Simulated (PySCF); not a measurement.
Deuteron quadrupole couplings in `CCCC1=CC=CC1`

Species: C8H12.
Atom-mapped SMILES: `[CH3:1][CH2:2][CH2:3][C:4]1=[CH:5][CH:6]=[CH:7][CH2:8]1` (hydrogens: H9, H10, H11 on C1; H12, H13 on C2; H14, H15 on C3; H16 on C5; H17 on C6; H18 on C7; H19, H20 on C8)

Cartesian coordinates in Å at the GFN2-xTB level; atoms count from 1:
```
atom  x, y, z in Å
C1    -3.081   -0.256   -0.542
C2    -1.582   -0.519   -0.605
C3    -0.782    0.638    0.007
C4     0.689    0.414   -0.077
C5     1.580    1.023   -0.877
C6     2.903    0.493   -0.627
C7     2.832   -0.443    0.328
C8     1.413   -0.593    0.769
H9    -3.634   -1.088   -0.970
H10   -3.335    0.646   -1.095
H11   -3.402   -0.124    0.490
H12   -1.276   -0.654   -1.645
H13   -1.354   -1.442   -0.068
H14   -1.035    1.561   -0.520
H15   -1.079    0.754    1.054
H16    1.371    1.794   -1.597
H17    3.787    0.824   -1.142
H18    3.637   -1.022    0.740
H19    1.046   -1.606    0.595
H20    1.294   -0.388    1.835
```

Level: PBE0/pcSseg-1 (PySCF, non-relativistic); Q(2H) = 0.00286 b; rigid geometry, the same for H and D, with no vibrational averaging.

Question: Rank these positions by the coupling χzz of a deuteron there, largest first.
A. H17 (vinylic hydrogen)
B. H11 (methyl hydrogen)
C. H12 (methylene hydrogen)

Answer: A (228 kHz), B (211 kHz), C (203 kHz).

Q: What are Vzz, η and χzz (234.96 MHz × Q × Vzz) at all hydrogens?

A: 
```csv
atom,bonded to,bond length (Å),Vzz (au),η,χzz (kHz)
H9,C1,1.088,0.3163,0.01,213
H10,C1,1.088,0.3146,0.02,211
H11,C1,1.088,0.3143,0.02,211
H12,C2,1.092,0.3028,0.02,203
H13,C2,1.092,0.3050,0.03,205
H14,C3,1.092,0.3034,0.02,204
H15,C3,1.094,0.3007,0.02,202
H16,C5,1.076,0.3403,0.06,229
H17,C6,1.076,0.3398,0.05,228
H18,C7,1.075,0.3438,0.06,231
H19,C8,1.092,0.3108,0.02,209
H20,C8,1.092,0.3109,0.02,209
```

Q: How does χzz go with the bond length over the 12 C–H bonds?

A: A straight-line fit has a slope of -14.2 kHz for each 0.01 Å, with a correlation coefficient of -0.99, over lengths from 1.075 to 1.094 Å. The longer bonds have the smaller couplings here.

The structure is a single GFN2-xTB conformer in the gas phase; no vibrational or solvent corrections. GFN2-xTB bond lengths can be off by several hundredths of an ångström, more for odd bonds, and the gradients follow them. With a basis this small, the couplings can be 20 % off.

These values come from a run that also computed NMR shieldings. Hardware: AMD EPYC, one thread, no GPU, on a shared host. Cost: 96 s (with the writing of density and orbital grids), 0.91 GiB resident at most.
